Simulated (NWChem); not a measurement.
Molecule: CrN₂H₄O₂; SMILES [NH]=[Cr](=[NH])([OH])[OH]

```xyz
9

Cr     0.0000     0.0000    -0.0161
N     -0.2309     1.2779     0.8935
H     -0.3349     1.6797     1.8273
N      0.2309    -1.2779     0.8935
H      0.3349    -1.6797     1.8273
O     -1.4243    -0.3078    -0.9966
H     -1.8794     0.5119    -1.2311
O      1.4243     0.3078    -0.9966
H      1.8794    -0.5119    -1.2311
```
Atoms are numbered in this order, from 1.

Program: NWChem. All runs use the structure optimised with PBE0/def2-SVP. Not confirmed as a minimum by frequencies. Vzz is the largest principal value of the second derivative of the potential at the nucleus (NWChem prints the opposite sign); η is the asymmetry. Non-relativistic.

For level CAM-B3LYP/def2-SVP:

```yaml
Vzz Cr1 (a.u.): 0.228
"η Cr1": 0.60
Vzz N4 (a.u.): -0.211
"η N4": 0.16
```

### Question
What are these values for level B3LYP/def2-SVP?

### Answer
The vzz Cr1 (a.u.) is 0.254. The η Cr1 is 0.38. The vzz N4 (a.u.) comes out as -0.198. The η N4 is 0.41.
